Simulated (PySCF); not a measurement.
# Electronic structure of Ag+ (silver, charge +1) at the PW91 level

Configuration: [Kr] 4d10, closed-shell 1S. All numbers are calculated (PySCF 2.14, a scalar-relativistic core potential, in aug-cc-pVTZ-PP with ECP28MDF (6s6p5d3f2g, 88 functions)).

* Total energy: -146.6974 hartree
* One-electron energy: -254.9273 hartree
* Hartree (Coulomb) energy: 122.2319 hartree
* Exchange-correlation energy: -14.0019 hartree
* ⟨S²⟩: 0.0000
* ⟨L²⟩: 0.000
* Sum of ⟨r⟩: 22.02 bohr
* Sum of ⟨r²⟩: 32.69 bohr²

```tsv
shell	electrons	mean orbital energy (hartree)	rms radius, mean of both spins (bohr)
4s	2	-3.89679	0.976
4p	6	-2.52310	1.08
4d	10	-0.57409	1.54
```

Energies and moments cover only the electrons outside the core potential.
